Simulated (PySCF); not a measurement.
## The 20-electron isoelectronic series, spin-free X2C

All values are computed (PySCF 2.14, energy differences of UHF-based or UKS calculations, no spin-orbit coupling). Each ion has its own even-tempered basis scaled to its charge (18s12p7d4f3g for the first); frozen: [Ne]. Ionisation energies in eV, correlation energies of the ion in mhartree.

```json
{"ion": "Sm⁴²⁺", "configuration": "[Ar] 3d2 (3F)", "UHF": "3238.6", "LDA": "3237.3", "PBE": "3238.2", "PBE0": "3238.7", "r2SCAN": "3240.3", "MP2 (outer shells)": "3238.2", "E_corr MP2": "-465.8", "NIST (with spin-orbit, Breit and QED)": "3253 ± 4 (t)"}
{"ion": "Gd⁴⁴⁺", "configuration": "[Ar] 3d2 (3F)", "UHF": "3528.6", "LDA": "3527.1", "PBE": "3528.1", "PBE0": "3528.6", "r2SCAN": "3530.3", "MP2 (outer shells)": "3528.2", "E_corr MP2": "-468.5", "NIST (with spin-orbit, Breit and QED)": "3546 ± 4 (t)"}
{"ion": "Tb⁴⁵⁺", "configuration": "[Ar] 3d2 (3F)", "UHF": "3678.1", "LDA": "3676.6", "PBE": "3677.6", "PBE0": "3678.1", "r2SCAN": "3679.8", "MP2 (outer shells)": "3677.7", "E_corr MP2": "-470.0", "NIST (with spin-orbit, Breit and QED)": "3698 ± 4 (t)"}
{"ion": "Dy⁴⁶⁺", "configuration": "[Ar] 3d2 (3F)", "UHF": "3831.0", "LDA": "3829.3", "PBE": "3830.4", "PBE0": "3830.9", "r2SCAN": "3832.7", "MP2 (outer shells)": "3830.5", "E_corr MP2": "-472.5", "NIST (with spin-orbit, Breit and QED)": "3852 ± 4 (t)"}
{"ion": "Ho⁴⁷⁺", "configuration": "[Ar] 3d2 (3F)", "UHF": "3986.9", "LDA": "3985.2", "PBE": "3986.3", "PBE0": "3986.8", "r2SCAN": "3988.6", "MP2 (outer shells)": "3986.5", "E_corr MP2": "-473.8", "NIST (with spin-orbit, Breit and QED)": "4009 ± 4 (t)"}
{"ion": "Er⁴⁸⁺", "configuration": "[Ar] 3d2 (3F)", "UHF": "4145.8", "LDA": "4144.0", "PBE": "4145.2", "PBE0": "4145.7", "r2SCAN": "4147.5", "MP2 (outer shells)": "4145.4", "E_corr MP2": "-475.1", "NIST (with spin-orbit, Breit and QED)": "4170 ± 4 (t)"}
{"ion": "Tm⁴⁹⁺", "configuration": "[Ar] 3d2 (3F)", "UHF": "4308.0", "LDA": "4306.1", "PBE": "4307.3", "PBE0": "4307.9", "r2SCAN": "4309.8", "MP2 (outer shells)": "4307.6", "E_corr MP2": "-476.5", "NIST (with spin-orbit, Breit and QED)": "4335 ± 4 (t)"}
{"ion": "Yb⁵⁰⁺", "configuration": "[Ar] 3d2 (3F)", "UHF": "4473.2", "LDA": "4471.2", "PBE": "4472.4", "PBE0": "4473.0", "r2SCAN": "4474.9", "MP2 (outer shells)": "4472.7", "E_corr MP2": "-477.7", "NIST (with spin-orbit, Breit and QED)": "4502 ± 4 (t)"}
{"ion": "Lu⁵¹⁺", "configuration": "[Ar] 3d2 (3F)", "UHF": "4641.6", "LDA": "4639.6", "PBE": "4640.9", "PBE0": "4641.4", "r2SCAN": "4643.4", "MP2 (outer shells)": "4641.2", "E_corr MP2": "-479.0", "NIST (with spin-orbit, Breit and QED)": "4673 ± 4 (t)"}
```

**Question.** Interpolate the row of Eu⁴³⁺.

**Answer.** configuration [Ar] 3d2 (3F); UHF 3382.0; LDA 3380.5; PBE 3381.5; PBE0 3382.0; r2SCAN 3383.7; MP2 (outer shells) 3381.6; E_corr MP2 -466.9; NIST (with spin-orbit, Breit and QED) 3398 ± 4 (t).

Each ion has its own basis, which adds noise of up to about 0.1 % along the series.

NIST values marked (s) are semi-empirical, (t) theoretical. Open shells are high-spin determinants of the terms that Hund's rules give.

Spin-orbit coupling of the open shells is absent from the calculated values and included in NIST's; it grows fast with Z.
